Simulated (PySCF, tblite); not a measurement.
Species: C7H12NPSi.
Bonds: C1–Si2, Si2–C3, Si2–C4, Si2–C5, C5–C6 (aromatic), C6–N7 (aromatic), N7–C8 (aromatic), C8–P9 (aromatic), P9–C10 (aromatic), C5–C10 (aromatic). Hydrogens: H11, H12, H13 on C1; H14, H15, H16 on C3; H17, H18, H19 on C4; H20 on C6; H21 on C8; H22 on C10.

Computed geometry: GFN2-xTB, gas phase.

(1) What internal coordinates does the optimisation give?

Results:

(1) 
```json
{"bond": "C1–Si2, Si2–C3, Si2–C4", "length (Å)": "1.906"}
{"bond": "Si2–C5", "length (Å)": "1.906"}
{"bond": "C5–C6", "length (Å)": "1.396"}
{"bond": "C6–N7", "length (Å)": "1.318"}
{"bond": "N7–C8", "length (Å)": "1.310"}
{"bond": "C8–P9", "length (Å)": "1.746"}
{"bond": "P9–C10", "length (Å)": "1.739"}
{"bond": "C5–C10", "length (Å)": "1.384"}
{"bond": "C1–H11 and 8 like bonds", "length (Å)": "1.086"}
{"bond": "C6–H20", "length (Å)": "1.083"}
{"bond": "C8–H21", "length (Å)": "1.087"}
{"bond": "C10–H22", "length (Å)": "1.084"}
```

Bonds in one row agree within 0.01 Å and their mean is given. A selection of angles:
```json
{"angle": "Si2–C1–H11", "degrees": "111.3"}
{"angle": "H11–C1–H12", "degrees": "107.6"}
{"angle": "C1–Si2–C3", "degrees": "109.9"}
{"angle": "C1–Si2–C4", "degrees": "110.6"}
{"angle": "C1–Si2–C5", "degrees": "107.9"}
{"angle": "C3–Si2–C5", "degrees": "110.5"}
{"angle": "Si2–C3–H15", "degrees": "110.3"}
{"angle": "Si2–C5–C6", "degrees": "118.8"}
{"angle": "Si2–C5–C10", "degrees": "121.4"}
{"angle": "C6–C5–C10", "degrees": "119.7"}
{"angle": "C5–C6–N7", "degrees": "126.7"}
{"angle": "C5–C6–H20", "degrees": "119.3"}
{"angle": "N7–C6–H20", "degrees": "114.0"}
{"angle": "C6–N7–C8", "degrees": "122.0"}
{"angle": "N7–C8–P9", "degrees": "128.1"}
{"angle": "N7–C8–H21", "degrees": "114.5"}
{"angle": "P9–C8–H21", "degrees": "117.4"}
{"angle": "C8–P9–C10", "degrees": "97.7"}
{"angle": "P9–C10–H22", "degrees": "116.1"}
{"angle": "C5–C10–P9", "degrees": "125.7"}
{"angle": "C5–C10–H22", "degrees": "118.2"}
```

Dihedral angles: C1–Si2–C5–C6 60° (synclinal).

The 6-membered ring C5–C6–N7–C8–P9–C10 has internal angles of 97.7° to 128.1°; it is planar, 0.00 Å rms from its mean plane, widest ring torsion 0°. Si2 (four-coordinate silicon) is tetrahedral (angles from 107.9° to 110.6°). Of the pairs four or more bonds apart, C3···H22 is among the closest relative to their van der Waals radii: 2.77 Å, 95 % of the sum of Bondi's values. All 4 C–Si bonds measure 1.906 to 1.907 Å.

Point group: Cs (tolerance 0.08 Å). Its GFN2-xTB frequencies are all real (lowest 18 cm⁻¹). 2 starts were optimised and ended at 0.00 and 0.08 kcal/mol (GFN2-xTB); the lowest of these is shown.
